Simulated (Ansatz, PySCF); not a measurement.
One recipe, two programs

Each step was found twice, by two independent programs: Ansatz 0.2.0 (Cholesky-factored integrals) and PySCF 2.14 (density fitting with its default auxiliary sets, JK sets also for MP2 and CCSD(T)), each with its own PBE0-D4/def2-TZVP structures. Gas-phase electronic energies, without zero-point energy, by CCSD(T) at an estimated basis limit (MP2 extrapolated from triple and quadruple zeta, plus CCSD(T) − MP2 in triple zeta); def2-TZVPP and QZVPP, frozen cores, on PBE0-D4/def2-TZVP structures. Extrapolation: Hartree–Fock as exp(−7.88 √X), correlation as X^−2.97. Barriers and step energies count from each program's own start structure, in kJ/mol.

| step | barrier, Ansatz | barrier, PySCF | step energy, Ansatz | step energy, PySCF |
| --- | --- | --- | --- | --- |
| SiNH₅ ([NH2][SiH3]) + H₂S → SiNH₅S ([NH2][SiH2][SH]) + H₂ | 182.0 | 180.2 | -47.1 | -49.1 |
| SiNH₅ ([NH2][SiH3]) → SiNH₃ ([NH][SiH2]) + H₂ | 350.3 | 349.5 | 234.6 | 234.9 |
| CH₆Si ([CH3][SiH3]) + HBr → CH₅BrSi ([CH3][SiH2][Br]) + H₂ | 143.0 | 141.9 | -77.6 | -77.1 |
| Si₂H₆ ([SiH3][SiH3]) + H₂S → SiH₄S ([SiH3][SH]) + SiH₄ | 216.8 | 261.9 | -52.7 | -50.2 |
| BNH₄ ([BH2][NH2]) + PH₃ → BPH₄ ([BH2][PH2]) + NH₃ (still joined by a long B–N bond) | 157.4 | 156.0 | 9.6 | 7.6 |

Q: Where do the two programs differ most in the barrier, and how do such differences compare with 1 kcal/mol (0.043 eV)?

A: For Si₂H₆ ([SiH3][SiH3]) + H₂S → SiH₄S ([SiH3][SH]) + SiH₄, by 45.1 kJ/mol. That is more than 1 kcal/mol, too much for integral approximations; the structures differ: interatomic distances by up to 0.67 Å at the start and 0.25 Å at the saddle.

The T1 diagnostic stays at or below 0.018. The filled d shells of Br are correlated in sets not built for that, so values that involve them are less sure.

Labels in which every atom is bracketed show which atoms are joined, not bond orders.
